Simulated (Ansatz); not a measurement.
`C=C[SiH2][AlH2]` + H–F → `F[SiH2][AlH2]` + `C=C` at 400 K and 1 bar (ligand exchange at the Si–C bond).

Calculated with Ansatz (gas phase, PBE0-D4/def2-TZVP geometries, no zero-point term in ΔE). CCSD(T)/CBS adds triple-zeta CCSD(T) − MP2 to the extrapolated MP2 energy (def2 sets, frozen cores). This one scheme is used for every species. One conformer a species, not always the lowest.

```tsv
species	CCSD(T)/CBS energy (Eh)	H − E (kJ/mol)	S (J/(mol·K))
`C=C[SiH2][AlH2]`	-611.35956	224.8	394.8
H–F	-100.39570	36.5	182.2
`F[SiH2][AlH2]`	-633.31837	112.8	342.1
`C=C`	-78.48111	149.4	232.7
```

H − E and S are ideal-gas, rigid-rotor, harmonic terms from PBE0-D4/def2-TZVP, for one conformer and one mirror image of each species. 1 Eh = 2625.50 kJ/mol, R = 8.31446 J/(mol·K).

Problem. By hand: ΔE, ΔH, ΔS and ΔG.

Solution. ΔE = (-633.31837) + (-78.48111) − (-611.35956) − (-100.39570) = -0.04422 Eh = -116.1 kJ/mol. Δ(H − E) = 112.8 + 149.4 − 224.8 − 36.5 = 0.9, so ΔH = -115.2 kJ/mol. ΔS = 342.1 + 232.7 − 394.8 − 182.2 = -2.2 J/(mol·K). ΔG = -115.2 − 400 × (-2.2)/1000 = -114.3 kJ/mol.

Problem. By hand: the equilibrium constant, and the temperature at which ΔG would vanish if ΔH and ΔS stayed fixed.

Solution. log₁₀ K = −ΔG/(RT ln 10) = 14.9. ΔG = 0 at ΔH/ΔS = 52364 K, far beyond where these terms or the molecules hold.

The number of gas molecules stays the same, so ΔS is small and ΔH decides. A doubt of 5 kJ/mol in ΔE shifts log₁₀ K by 0.7 here. Other conformers and mirror images would add mixing entropy, several J/(mol·K) or more a flexible species. Modes under 60 cm⁻¹, often nearly free rotors, make the harmonic entropy too high. These are equilibria of isolated gas molecules and say nothing of rates. Largest T1 diagnostic: 0.012 (customary marks: 0.02 for closed shells, 0.045 for open ones).
